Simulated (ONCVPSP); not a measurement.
# Configuration tests for La (Z = 57) (ONCV)

* Element: La
* Generator: ONCVPSP 4.0.1
* Type: optimised norm-conserving Vanderbilt (ONCV)
* Functional: LDA (Perdew-Wang 92)
* Relativity: scalar-relativistic
* Frozen core: [Kr] 4d10
* Valence charge: 11
* Reference configuration: 5s2 5p6 5d1 6s1 6p1
* Partial waves: 5s+6s: rc 2.30 bohr, ncon 3, nbas 6, qcut 5.4 1/bohr, 3 projectors, debl 2.3 Ha; 5p+6p: rc 3.50 bohr, ncon 4, nbas 8, qcut 4.1 1/bohr, 2 projectors; 5d: rc 3.00 bohr, ncon 5, nbas 10, qcut 4.7 1/bohr, 2 projectors, debl 2 Ha; f scattering state at 0.47 Ha: rc 3.15 bohr, ncon 4, nbas 8, qcut 3.6 1/bohr, 2 projectors, debl 2.3 Ha
* Local potential: polynomial inside 1.80 bohr (lpopt 5, dvloc0 -1 Ha)
* Core correction: Teter function, fcfact 4, rcfact 1.7

In the f channel the program set the typed energies aside and used -0.209, 2.091 Ha.

Energies are relative to the spin-unpolarised reference configuration 5s2 5p6 5d1 6s1 6p1; without spin polarisation the order of configurations can differ from experiment.

```tsv
valence configuration	charge	ΔE all-electron (eV)	error AE − PS (meV)
5s2 5p6 5d1 6s2 6p0	0	-2.457	-0.3
5s2 5p6 5d1 6s0 6p0	+2	14.848	-4.8
5s2 5p6 5d2 6s0 6p0	+1	3.847	-15
```

(1) What are ΔE and the potential's error for 5s2 5p6 5d1 6s1 6p0?

Levels in the configuration 5s2 5p6 5d2 6s0 6p0:

```tsv
level	all-electron (eV)	pseudo (eV)
5s	-42.984	-43.014
5p	-26.495	-26.501
5d	-7.363	-7.351
```

Note: ghosts flagged at negative energy: f at -326.2 eV (a further GHOST(-) flag falls on a real empty level of the atom); GHOST(+) flagged for s at 125.9 eV, f at 142.8 eV, f at 393.4 eV. A true bound ghost makes a file unfit for plane-wave use.

## Answers

(1) ΔE = 3.701 eV all-electron; the error (AE − PS) is -1.1 meV.
